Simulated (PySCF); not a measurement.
C₃H₉Ga, triplet, at a GFN2-xTB geometry of the parent state (such geometries of metal compounds can be far from the true shape) (a higher spin typed on purpose: for a closed-shell molecule this is an excited state); DF-R2SCAN/def2-SV(P) (PySCF).

The PySCF input:
```python
from pyscf import gto, scf, dft

mol = gto.M(
    atom='''
Ga    0.00000529    0.00007777    0.00001707
C    -1.41606143   -1.46777541   -0.15992464
H    -1.48153476   -1.83989675   -1.18661644
H    -2.40675752   -1.08845087    0.10745406
H    -1.19263554   -2.31657722    0.49209008
C    -0.18761026    1.72486456   -1.08412653
H     0.68547600    1.88408692   -1.72381582
H    -0.26582509    2.59518349   -0.42578806
H    -1.07487761    1.70536745   -1.72277656
C     1.60364150   -0.25727270    1.24402790
H     2.25803039    0.61864670    1.24542668
H     2.20028467   -1.12270684    0.94083315
H     1.27785633   -0.43696259    2.27280363
''',
    basis='def2-sv(p)',
    spin=2,
    verbose=4,
)

mf = dft.UKS(mol)
mf.xc = 'r2scan'
mf = mf.density_fit(auxbasis='def2-universal-jkfit')
mf.kernel()
```

The log (banner, timings and long lists left out):

```
PySCF version 2.14.0

[INPUT] verbose = 4
[INPUT] num. atoms = 13
[INPUT] num. electrons = 58
[INPUT] charge = 0
[INPUT] spin (= nelec alpha-beta = 2S) = 2
[INPUT] symmetry False subgroup None
[INPUT] Mole.unit = angstrom
[INPUT] Symbol           X                Y                Z      unit          X                Y                Z       unit  Magmom
[...]
nuclear repulsion = 262.684232135131
number of shells = 48
number of NR pGTOs = 182
number of NR cGTOs = 92
basis = def2-sv(p)
ecp = {}

******** <class 'pyscf.df.df_jk.DFUKS'> ********
method = DFUKS
initial guess = minao
damping factor = 0
level_shift factor = 0
DIIS = <class 'pyscf.scf.diis.CDIIS'>
diis_start_cycle = 1
diis_space = 8
diis_damp = 0
SCF conv_tol = 1e-09
SCF conv_tol_grad = None
SCF max_cycles = 50
direct_scf = False
number electrons alpha = 30  beta = 28
XC library pyscf.dft.libxc version 7.1.2
    S. Lehtola, C. Steigemann, M. J. T. Oliveira, and M. A. L. Marques,  SoftwareX 7, 1–5 (2018)
XC functionals = r2scan
    J. W. Furness, A. D. Kaplan, J. Ning, J. P. Perdew, and J. Sun,  J. Phys. Chem. Lett. 11, 8208–8215 (2020)
    J. W. Furness, A. D. Kaplan, J. Ning, J. P. Perdew, and J. Sun,  J. Phys. Chem. Lett. 11, 9248–9248 (2020)
    J. W. Furness, A. D. Kaplan, J. Ning, J. P. Perdew, and J. Sun,  J. Phys. Chem. Lett. 11, 8208–8215 (2020)
    J. W. Furness, A. D. Kaplan, J. Ning, J. P. Perdew, and J. Sun,  J. Phys. Chem. Lett. 11, 9248–9248 (2020)
radial grids:
    Treutler-Ahlrichs [JCP 102, 346 (1995); DOI:10.1063/1.469408] (M4) radial grids

becke partition: Becke, JCP 88, 2547 (1988); DOI:10.1063/1.454033
pruning grids: <function nwchem_prune>
grids dens level: 3
symmetrized grids: False
atomic radii adjust function: <function treutler_atomic_radii_adjust>
small_rho_cutoff = 0
Set gradient conv threshold to 3.16228e-05
tot grids = 151536
init E= -2043.33037497585

cycle= 1 E= -2043.87384417034  delta_E= -0.543  |g|= 0.494  |ddm|= 2.53

cycle= 2 E= -2043.66385989688  delta_E= 0.21  |g|= 0.794  |ddm|= 1.29

cycle= 3 E= -2043.91674740073  delta_E= -0.253  |g|= 0.264  |ddm|= 1.13

cycle= 4 E= -2043.93261352619  delta_E= -0.0159  |g|= 0.205  |ddm|= 0.898

cycle= 5 E= -2043.94986562195  delta_E= -0.0173  |g|= 0.139  |ddm|= 0.883

cycle= 6 E= -2043.94730507164  delta_E= 0.00256  |g|= 0.151  |ddm|= 0.693

cycle= 7 E= -2043.94350927883  delta_E= 0.0038  |g|= 0.163  |ddm|= 0.701

cycle= 8 E= -2043.94971798966  delta_E= -0.00621  |g|= 0.143  |ddm|= 0.457

[...]

cycle= 20 E= -2043.9439135968  delta_E= -0.00213  |g|= 0.165  |ddm|= 0.0429

cycle= 21 E= -2043.95226673709  delta_E= -0.00835  |g|= 0.125  |ddm|= 0.557

cycle= 22 E= -2043.94447085166  delta_E= 0.0078  |g|= 0.163  |ddm|= 0.501

cycle= 23 E= -2043.94286180703  delta_E= 0.00161  |g|= 0.168  |ddm|= 0.0901

cycle= 24 E= -2043.94197290092  delta_E= 0.000889  |g|= 0.172  |ddm|= 0.15

cycle= 25 E= -2043.94633204028  delta_E= -0.00436  |g|= 0.152  |ddm|= 0.289

cycle= 26 E= -2043.94076039008  delta_E= 0.00557  |g|= 0.176  |ddm|= 0.882

cycle= 27 E= -2043.9335376443  delta_E= 0.00722  |g|= 0.199  |ddm|= 0.0502

cycle= 28 E= -2043.94421989084  delta_E= -0.0107  |g|= 0.162  |ddm|= 0.19

cycle= 29 E= -2043.94871388258  delta_E= -0.00449  |g|= 0.145  |ddm|= 0.138

cycle= 30 E= -2043.94860439478  delta_E= 0.000109  |g|= 0.145  |ddm|= 0.327

cycle= 31 E= -2043.94995751258  delta_E= -0.00135  |g|= 0.139  |ddm|= 0.495

cycle= 32 E= -2043.94306543741  delta_E= 0.00689  |g|= 0.165  |ddm|= 0.499

cycle= 33 E= -2043.9449110194  delta_E= -0.00185  |g|= 0.162  |ddm|= 0.26

cycle= 34 E= -2043.94525187459  delta_E= -0.000341  |g|= 0.161  |ddm|= 0.00729

cycle= 35 E= -2043.93883998434  delta_E= 0.00641  |g|= 0.18  |ddm|= 0.254

cycle= 36 E= -2043.94832061323  delta_E= -0.00948  |g|= 0.146  |ddm|= 0.883

cycle= 37 E= -2043.94527382594  delta_E= 0.00305  |g|= 0.16  |ddm|= 0.154

cycle= 38 E= -2043.94857054553  delta_E= -0.0033  |g|= 0.147  |ddm|= 0.0222

cycle= 39 E= -2043.95456823673  delta_E= -0.006  |g|= 0.119  |ddm|= 0.0624

cycle= 40 E= -2043.92910036272  delta_E= 0.0255  |g|= 0.214  |ddm|= 0.867

cycle= 41 E= -2043.93213713461  delta_E= -0.00304  |g|= 0.205  |ddm|= 0.0536

cycle= 42 E= -2043.92119727586  delta_E= 0.0109  |g|= 0.234  |ddm|= 0.191

cycle= 43 E= -2043.92064931203  delta_E= 0.000548  |g|= 0.234  |ddm|= 0.115

cycle= 44 E= -2043.93183459229  delta_E= -0.0112  |g|= 0.204  |ddm|= 0.158

cycle= 45 E= -2043.94616590412  delta_E= -0.0143  |g|= 0.156  |ddm|= 0.359

cycle= 46 E= -2043.95764871213  delta_E= -0.0115  |g|= 0.098  |ddm|= 0.506

cycle= 47 E= -2043.95183043461  delta_E= 0.00582  |g|= 0.129  |ddm|= 0.536

cycle= 48 E= -2043.95368094054  delta_E= -0.00185  |g|= 0.124  |ddm|= 0.25

cycle= 49 E= -2043.94832728064  delta_E= 0.00535  |g|= 0.148  |ddm|= 0.738

cycle= 50 E= -2043.95057367546  delta_E= -0.00225  |g|= 0.133  |ddm|= 0.37
SCF not converged.
SCF energy = -2043.95057367546 after 50 cycles  <S^2> = 2.0038383  2S+1 = 3.0025578
```

The run did not converge; its last values are not results.
